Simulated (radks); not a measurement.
Spherical quantum dot in the effective-mass picture: electrons in a hard-walled sphere of radius 1.31, with a point charge +1 (a donor) at the centre, all in effective atomic units (hartree* = m*/eps^2 hartree, bohr* = eps/m* bohr), one dielectric constant everywhere. Method: non-relativistic Kohn-Sham, r2SCAN, spin-polarised, spherical densities, generalised Kohn-Sham scheme; computed with a radial shooting solver with Libxc functionals. Levels are named by radial order and angular momentum (1s, 1p, 1d, 2s, ...), and open shells are averaged over m. Results are scaled to m* = 0.496 and eps = 17.6, for which hartree* = 43.57 meV and bohr* = 1.878 nm. Each electron was tried in the lowest free levels, single moves between levels near the top were tried too, and the lowest total energy was kept; such a search can miss a lower state. The series stops at N = 13: beyond it a trial failed or the search could not be trusted, so later rows were left out. At N = 1 the Hartree and exchange-correlation terms need not cancel, so that row can carry a self-interaction error.

N        open shells  2S  E (meV)  mu = E(N) - E(N-1) (meV)  addition energy mu(N+1) - mu(N) (meV)
1   1s(up 1, down 0)   1  38.6479                    38.648                                  62.20
2               none   0  139.497                    100.85                                  191.1
3   1p(up 1, down 0)   1  431.450                    291.95                                  40.88
4   1p(up 2, down 0)   2  764.280                    332.83                                  43.43
5   1p(up 3, down 0)   3  1140.54                    376.26                                  63.80
6   1p(up 3, down 1)   2  1580.60                    440.06                                  40.31
7   1p(up 3, down 2)   1  2060.96                    480.37                                  42.49
8               none   0  2583.82                    522.85                                  202.5
9   1d(up 1, down 0)   1  3309.14                    725.32                                  40.48
10  1d(up 2, down 0)   2  4074.93                    765.80                                  41.13
11  1d(up 3, down 0)   3  4881.86                    806.92                                  41.54
12  1d(up 4, down 0)   4  5730.32                    848.46                                  41.80
13  1d(up 5, down 0)   5  6620.58                    890.26                                      -

All shells are closed at N = 2, 8 (there: 1s2 1p6); the second difference of the energy has clear peaks (12 % above both neighbours; the first and last values, which can be the largest, are not judged, and half-filled shells can peak too) at N = 2, 5, 8.
